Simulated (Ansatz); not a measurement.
```yaml
atoms:
  - { symbol: O, position_ang: [0.0000, 0.0000, -0.5798] }
  - { symbol: O, position_ang: [0.0000, 0.0000, 0.5798] }
```

Basis set: 6-31G (spherical functions). Correlated methods keep 2 orbitals frozen. Charge 0, multiplicity 3.

Computed with Ansatz (development build ahead of 0.2.0); the reference of a correlated method needn't be the lowest determinant of its kind.

Question: Give the atomization energy at this shape (free ground-state atoms in the same class of orbitals less the molecule, no zero-point energy) of triplet O₂ by UHF-CCSD(T), UHF-BCCD(T).

Answer:

```
     method  atomization energy
UHF-CCSD(T)        250.3 kJ/mol
UHF-BCCD(T)        250.1 kJ/mol
```

Caution: the reference determinant was not shown to be the lowest; the shape is not the minimum.

This basis has no polarisation functions and is too small for such energies, which can lie far from measured ones in either direction.
